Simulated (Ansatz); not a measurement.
## Ligand exchange: C2H5ClSn + Cd(CH3)(NH2) → C2H7NSn + Cd(CH3)Cl

Species: C2H5ClSn `C[CH2][Sn][Cl]`, singlet; Cd(CH3)(NH2), singlet; C2H7NSn `C[CH2][Sn][NH2]`, singlet; Cd(CH3)Cl, singlet. The partners trade Cl for NH2: Sn–Cl and Cd–NH2 bonds give way to Sn–NH2 and Cd–Cl.

Shapes, held fixed at every level: PBE0-D4/def2-TZVP. Flexible molecules stand in one conformer, not always the lowest. Programs: Ansatz 0.2.0. Electronic energies: no zero-point or thermal term.

| level | kind | ΔE (kJ/mol) | less CCSD(T)/def2-TZVPP |
| --- | --- | --- | --- |
| PBE-D4/def2-TZVPP | GGA | -43.8 | +6.6 |
| BHLYP-D4/def2-TZVPP | global hybrid | -54.0 | -3.6 |
| wB97X-V/def2-TZVPP | range-separated hybrid | -51.7 | -1.3 |
| B2PLYP/def2-TZVPP | double hybrid | -49.3 | +1.1 |
| MP2/def2-SVP | perturbation theory | -55.6 | -5.2 |
| MP2/def2-TZVPP | perturbation theory | -46.2 | +4.2 |
| CCSD/def2-TZVPP | coupled cluster or CI | -52.1 | -1.7 |
| CCSD(T)/def2-TZVPP | coupled cluster or CI | -50.4 | 0.0 |

The highest level, CCSD(T)/def2-TZVPP, gives ΔE = -50.4 kJ/mol; the levels span -55.6 to -43.8. The column of differences is taken from that level and isn't an error. No measured value is set beside it here. For atoms past krypton def2 sets carry core potentials with scalar relativity. Correlated rows may include outer-core shells of Cd, Sn, which these sets cover unevenly.
